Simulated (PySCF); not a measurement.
A structure optimised at r2SCAN-D4/def2-TZVP, used in a PySCF frequency run:

```xyz
4

C      0.0000     0.0000     1.1120
Cl     0.0000     0.0000    -0.5825
H      0.0000     0.9539     1.6150
H      0.0000    -0.9539     1.6150
```
Charge 0, spin multiplicity 2.

Problem. Write its SMILES, formula and point group.

Solution. [CH2]Cl, CH2Cl, C2v

Problem. What are its rotational constants (standard atomic weights)?

Solution. 275.52, 15.888, 15.021 GHz
